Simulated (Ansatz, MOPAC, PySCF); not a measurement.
Noncovalent pair: HCl (SMILES Cl) (first 2 atoms) with ClH3Si (SMILES [SiH3]Cl); geometry from B3LYP-D3(BJ)/def2-TZVP, rigid monomers moved along the line of their centres of mass till H2···Cl4 is 2.84 Å.
(charge 0, multiplicity 1):
| atom | x (Å) | y (Å) | z (Å) |
|---|---|---|---|
| Cl | -0.3135 | -0.4178 | 0.9692 |
| H | 0.5898 | -0.1007 | 1.8322 |
| Si | -0.4513 | 0.4464 | 5.1448 |
| Cl | 1.4995 | 0.5829 | 4.4297 |
| H | -0.9236 | -0.9293 | 4.9120 |
| H | -1.2714 | 1.4265 | 4.4120 |
| H | -0.4106 | 0.7582 | 6.5855 |

Interaction energies are E(AB) − E(A) − E(B) at the monomers' geometry in the complex; basis-set methods are counterpoise corrected. Rows marked so take none.

Correlated levels freeze the cores. CBS(a, b) extrapolates the correlation energy as X⁻³ and adds the Hartree–Fock energy of set b. Rows in 3-21G, 6-311+G**, 6-31G*, LANL2DZ carry no dispersion term and start afresh at each structure (6-31G* with six Cartesian d functions). MP2/6-31G* freezes PySCF's default core. LANL2DZ brings its own core potentials from Na on. The state reached by PM3, PM6 isn't checked.

Run with Ansatz (an electronic-structure program) with Gaussian orbitals; MOPAC for PM3, PM6 (differences of heats of formation); PySCF for 3-21G rows, 6-311+G** rows, 6-31G* rows, LANL2DZ rows, the dispersion terms. Each number belongs to the level named beside it.

Other levels give for the interaction energy: PBE/def2-TZVPPD -1.69; B3LYP/def2-TZVPPD -0.99; B3LYP-D3(BJ)/def2-TZVPPD -2.58; wB97M-V/def2-TZVPPD -2.17; MP2/CBS(aug-cc-pV(D+d)Z, aug-cc-pV(T+d)Z) + ΔCCSD(T)/aug-cc-pV(D+d)Z -2.23 kcal/mol.

Common cheap choices:

```csv
level,interaction energy (kcal/mol),"less -2.23 (MP2/CBS(aug-cc-pV(D+d)Z, aug-cc-pV(T+d)Z) + ΔCCSD(T)/aug-cc-pV(D+d)Z)"
PM3,-1.49,0.74
PM6,-1.38,0.85
HF/3-21G (no counterpoise),-2.19,0.04
B3LYP/6-31G* (no counterpoise),-1.68,0.55
B3LYP/6-311+G** (no counterpoise),-1.42,0.81
B3LYP/LANL2DZ (no counterpoise),-2.16,0.07
MP2/6-31G*,-1.40,0.83
MP2/6-31G* (no counterpoise),-2.22,0.01
```
